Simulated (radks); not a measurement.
Isoelectronic series with 42 electrons, all held in the configuration [Kr] 4d5 5s1, which need not be the ground one along the series. Method: scalar-relativistic Kohn-Sham, r2SCAN, spin-polarised, spherical densities, finite nucleus; open shells are filled with parallel spins first (spin-orbit coupling, left out, can overturn this in heavy ions); meta-GGA in the generalised Kohn-Sham scheme; Fermi nuclear charge, rms radius of each element as measured or else 0.836 A^(1/3) + 0.57 fm; computed with a radial shooting solver on a logarithmic mesh with Libxc functionals. Total energies (hartree) and mean radii <r> (bohr):

[
 {"ion": "Mo", "E (hartree)": "-4049.36168", "4d up": "1.955", "5s up": "3.418"},
 {"ion": "Tc+", "E (hartree)": "-4286.08726", "4d up": "1.653", "5s up": "2.933"},
 {"ion": "Ru2+", "E (hartree)": "-4530.43380", "4d up": "1.462", "5s up": "2.602"},
 {"ion": "Rh3+", "E (hartree)": "-4782.40557", "4d up": "1.324", "5s up": "2.356"},
 {"ion": "Pd4+", "E (hartree)": "-5042.01465", "4d up": "1.217", "5s up": "2.162"},
 {"ion": "Ag5+", "E (hartree)": "-5309.28530", "4d up": "1.130", "5s up": "2.004"},
 {"ion": "Cd6+", "E (hartree)": "-5584.24184", "4d up": "1.058", "5s up": "1.872"},
 {"ion": "In7+", "E (hartree)": "-5866.92101", "4d up": "0.9957", "5s up": "1.758"},
 {"ion": "Sn8+", "E (hartree)": "-6157.35311", "4d up": "0.9417", "5s up": "1.660"},
 {"ion": "Sb9+", "E (hartree)": "-6455.57760", "4d up": "0.8942", "5s up": "1.573"}
]

4d up drops below 5s up between Mo and Tc+.
